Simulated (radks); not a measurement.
Task: The neon ion Ne3+, 7 electrons, occupied as 1s1 2s2 2p3 3s1 (not the ground configuration). Calculated with a radial shooting solver on a logarithmic mesh with Libxc functionals: scalar-relativistic Kohn-Sham, exchange-only LDA, spin-unpolarised, spherical densities, finite nucleus; Fermi nuclear charge, rms radius 3.0055 fm. Some entries of the table are withheld. Estimate them.

orbital  occ.  eigenvalue (eV)  <1/r> (bohr^-1)
1s          1        -1011.097            9.829
2s          2              (1)            1.992
2p          3        -103.1977              (2)
3s          1              (3)           0.6448
3p          0              (4)           0.6017
3d          0         -20.1139           0.5013
4s          0              (5)           0.3113
4f          0              (6)           0.2309

Result: 
(1) 2s eigenvalue (eV): -122.8383
(2) 2p <1/r> (bohr^-1): 1.959
(3) 3s eigenvalue (eV): -32.7569
(4) 3p eigenvalue (eV): -27.7125
(5) 4s eigenvalue (eV): -14.0011
(6) 4f eigenvalue (eV): -8.8063
